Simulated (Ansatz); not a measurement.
System: C2H8BN2, net charge 0, doublet state. It need not be the lowest isomer of its formula. 
Coordinates optimised at B3LYP-D3(BJ)/def2-TZVP (Ansatz, an electronic-structure program):
```xyz
13

C      2.1256    -0.0392     0.0759
C      0.7892    -0.6889     0.1691
B     -0.5827    -0.0072    -0.0171
N     -1.7653    -0.7912     0.1110
N     -0.6726     1.3826    -0.3121
H      2.7448    -0.4998    -0.7047
H      2.0680     1.0284    -0.1444
H      2.6938    -0.1489     1.0085
H      0.8211    -1.7539     0.3921
H     -1.7354    -1.7727     0.3190
H     -2.6979    -0.4320     0.0064
H      0.1348     1.9696    -0.4114
H     -1.5395     1.8736    -0.4426
```
Charge 0, spin multiplicity 2.

Basis-set convergence of Hartree-Fock and CCSD(T) correlation energies (hartree) with Ansatz. Cores are frozen in the correlated levels unless marked. UHF or UKS for open shells. Spin-orbit coupling is left out. No relativistic terms.

| basis | functions | E(HF) | E(corr, CCSD(T)) |
|---|---|---|---|
| cc-pVDZ | 110 | -214.05194 | -0.75999 |
| cc-pVTZ | 262 | -214.11907 | -0.92721 |
| cc-pVQZ | 515 | -214.13479 | -0.97802 |

Extrapolating the two largest sets (X = 3 and 4) as X^-3: E(corr) = (64·(-0.97802) - 27·(-0.92721))/37 = -1.0151 Eh, an estimate of the basis-set limit. The largest set recovers 96.3 % of it, the smallest 74.9 %.
